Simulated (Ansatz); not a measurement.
`B[S][GaH][SiH3]`. The species carries charge 0 and has multiplicity 1. Correlated methods include outer-core shells of Ga, which these sets cover unevenly. Scalar relativity is left out up to krypton.

```
atom   x (Å)   y (Å)   z (Å)
  B1  -0.134   0.822  -2.016
  S2   0.923  -0.609  -2.052
 Ga3   0.894  -1.245   0.093
 Si4  -0.412   0.034   1.661
  H5  -0.317   1.396  -3.047
  H6  -0.646   1.203  -1.006
  H7   1.770  -2.520   0.362
  H8  -1.847   0.029   1.268
  H9  -0.296  -0.551   3.025
 H10   0.065   1.441   1.711
```

Task: Give the diagnostics of a CCSD(T)/def2-TZVPP run (frozen core, Ansatz 0.2.0). (Estimate.)

Result: Computed: T1 = 0.0144, largest single amplitude 0.037, largest double 0.043, (T) share of the correlation energy 4.1 %, 9 CCSD cycles. The RHF solution is stable towards an unrestricted one. T1 lies under the customary mark of 0.02 for closed shells.
